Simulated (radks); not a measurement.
The numbers below are computed, except where a source is named.
Trend from Lu4+ to Hg4+: ionisation energy by Delta-SCF between NIST ground configurations, and size. Level of theory: scalar-relativistic Kohn-Sham, BLYP, spin-unpolarised, spherical densities, point nucleus (a radial shooting solver on a logarithmic mesh with Libxc functionals).

species,configuration,configuration of the ion,IE (eV),NIST (eV),kind,outermost,<r> outermost (bohr),r at 0.001 e/bohr^3 (bohr)
Lu4+,[Xe] 4f13,[Xe] 4f12,69.046,66.8,semi-emp.,5p,1.33,2.91
Hf4+,[Xe] 4f14,[Xe] 4f13,69.506,68.37,semi-emp.,5p,1.31,2.89
Ta4+,[Xe] 4f14 5d1,[Xe] 4f14,47.571,48.27,semi-emp.,5d,1.75,3.08
W4+,[Xe] 4f14 5d2,[Xe] 4f14 5d1,50.065,51.6,semi-emp.,5d,1.67,3.17
Re4+,[Xe] 4f14 5d3,[Xe] 4f14 5d2,52.557,52,theory,5d,1.60,3.20
Os4+,[Xe] 4f14 5d4,[Xe] 4f14 5d3,55.035,55,theory,5d,1.54,3.20
Ir4+,[Xe] 4f14 5d5,[Xe] 4f14 5d4,57.497,57,theory,5d,1.49,3.18
Pt4+,[Xe] 4f14 5d6,[Xe] 4f14 5d5,59.942,56,theory,5d,1.43,3.15
Au4+,[Xe] 4f14 5d7,[Xe] 4f14 5d6,62.372,60,theory,5d,1.39,3.12
Hg4+,[Xe] 4f14 5d8,[Xe] 4f14 5d7,64.789,61.2,exp.,5d,1.34,3.09

Reference values: NIST Atomic Spectra Database (exp. = measured, semi-emp. = semi-empirical, theory = theoretical value adopted there). Spin polarisation and multiplet splitting are left out, so open shells lie too high by an amount that depends on their filling. Spin-orbit splitting is averaged out at the scalar-relativistic level.

Beside tabulated values, note that spin-unpolarised runs miss the spin-polarisation part of the exchange energy of open shells.
